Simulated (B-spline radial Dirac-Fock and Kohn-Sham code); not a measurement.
These are calculated numbers from a radial atomic solver; the model is a relativistic central-field model (Hartree-Slater potential of the initial state, Latter tail, multipole expansion of the photon field, Dirac-Fock thresholds). Kinetic energies are from the vacuum level. Open shells are spread statistically over j, without multiplet splitting. Without correlation, outer binding energies are uncertain by a few eV, most for open f shells.

Question: A free atom or ion in its tabulated ground configuration is ionised with 1100 eV photons and gives these photoelectron lines. Identify it and assign the lines.

```
kinetic energy (eV)  relative cross section
              512.2                    28.8
              606.2                    38.7
              624.0                    77.8
              790.0                    68.6
              793.2                   100.0
              958.3                     5.9
              989.3                     6.4
              992.1                    12.7
             1032.3                    0.73
             1032.6                     1.1
```

Answer: Mo⁵⁺, [Kr] 4d1. Binding energies are hν less the kinetic energy: 3s 587.8 eV, 3p1/2 493.8 eV, 3p3/2 476.0 eV, 3d3/2 310.0 eV, 3d5/2 306.8 eV, 4s 141.7 eV, 4p1/2 110.7 eV, 4p3/2 107.9 eV, 4d3/2 67.71 eV, 4d5/2 67.39 eV.

Question: A free atom or ion in its tabulated ground configuration is ionised with 9180 eV photons and gives these photoelectron lines. Identify it and assign the lines.

```
kinetic energy (eV)  relative cross section
             2563.9                   100.0
             8328.3                     7.2
             8449.3                     1.4
             8459.5                     2.6
             9019.0                     1.1
             9110.0                  0.0017
             9110.1                  0.0025
```

Answer: Mn⁴⁺, [Ar] 3d3. Binding energies are hν less the kinetic energy: 1s 6616.1 eV, 2s 851.7 eV, 2p1/2 730.7 eV, 2p3/2 720.5 eV, 3s 161.0 eV, 3d3/2 70.02 eV, 3d5/2 69.88 eV.

Question: A free atom or ion in its tabulated ground configuration is ionised with 1620 eV photons and gives these photoelectron lines. Identify it and assign the lines.

| kinetic energy (eV) | relative cross section |
| --- | --- |
| 960.9 | 19.5 |
| 1067.5 | 22.6 |
| 1140.5 | 55.3 |
| 1315.6 | 69.4 |
| 1329.1 | 100.0 |
| 1505.9 | 4.0 |
| 1540.3 | 3.9 |
| 1551.1 | 42.5 |
| 1551.3 | 8.7 |
| 1553.5 | 53.9 |
| 1593.9 | 2.7 |
| 1594.8 | 3.8 |

Answer: Re²⁺, [Xe] 4f14 5d5. Binding energies are hν less the kinetic energy: 4s 659.1 eV, 4p1/2 552.5 eV, 4p3/2 479.5 eV, 4d3/2 304.4 eV, 4d5/2 290.9 eV, 5s 114.1 eV, 5p1/2 79.69 eV, 4f5/2 68.87 eV, 5p3/2 68.71 eV, 4f7/2 66.48 eV, 5d3/2 26.13 eV, 5d5/2 25.22 eV.

Question: A free atom or ion in its tabulated ground configuration is ionised with 6000 eV photons and gives these photoelectron lines. Identify it and assign the lines.

| kinetic energy (eV) | relative cross section |
| --- | --- |
| 1768.9 | 100.0 |
| 5380.5 | 6.8 |
| 5469.4 | 1.2 |
| 5473.0 | 2.3 |
| 5813.8 | 1.2 |

Answer: Ca⁸⁺, [Ne] 3s2. Binding energies are hν less the kinetic energy: 1s 4231.1 eV, 2s 619.5 eV, 2p1/2 530.6 eV, 2p3/2 527.0 eV, 3s 186.2 eV.

Question: A free atom or ion in its tabulated ground configuration is ionised with 1960 eV photons and gives these photoelectron lines. Identify it and assign the lines.

```
kinetic energy (eV)  relative cross section
              362.2                    18.6
              531.9                    26.4
              628.1                    55.9
              921.1                    69.8
              941.2                   100.0
             1563.2                     5.5
             1629.2                     6.5
             1650.5                    13.1
             1761.5                    10.7
             1765.3                    15.2
             1851.9                     1.2
             1874.5                     1.3
             1878.5                     2.5
```

Answer: Pr⁵⁺, [Kr] 4d10 5s2 5p6. Binding energies are hν less the kinetic energy: 3s 1597.8 eV, 3p1/2 1428.1 eV, 3p3/2 1331.9 eV, 3d3/2 1038.9 eV, 3d5/2 1018.8 eV, 4s 396.8 eV, 4p1/2 330.8 eV, 4p3/2 309.5 eV, 4d3/2 198.5 eV, 4d5/2 194.7 eV, 5s 108.1 eV, 5p1/2 85.47 eV, 5p3/2 81.51 eV.
